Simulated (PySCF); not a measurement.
C2H4F2Si2, SMILES C#C[Si@H](F)[SiH2]F. Atoms are numbered in the order given.

```xyz
10

C      2.7981     0.9253     0.2819
C      1.8341     0.1828     0.3268
Si     0.3277    -0.8470     0.4048
F      0.3153    -1.8832    -0.8564
Si    -1.5700     0.5327     0.2823
F     -1.4167     1.5188    -1.0102
H      3.6534     1.5759     0.2400
H      0.3407    -1.6551     1.6540
H     -2.8202    -0.2614     0.1229
H     -1.6624     1.3728     1.5102
```
Charge 0, spin multiplicity 1.

Geometry: B3LYP-D3(BJ)/def2-SVP. The structure was generated by enumeration; whether it is a known compound was not checked. Other conformers were not sampled.

Level of theory: PBE/def2-TZVP run with PySCF.

Isolated molecule, no solvent.

Computed frontier levels, gap, dipole moment and polarisability:
| Quantity | Result |
|---|---|
| highest occupied level | -6.97 eV |
| lowest empty level | -2.25 eV |
| orbital gap | 4.72 eV |
| dipole moment | 1.99 D |
| quadrupole, principal values (traceless, Buckingham form, about the centre of nuclear charge) | -8.05, -4.33, 12.37 D·Å |
| mean static polarisability | 75.1 bohr³ (11.13 Å³) |
| polarisability, principal values | 57.1, 67.9, 100.2 bohr³ |
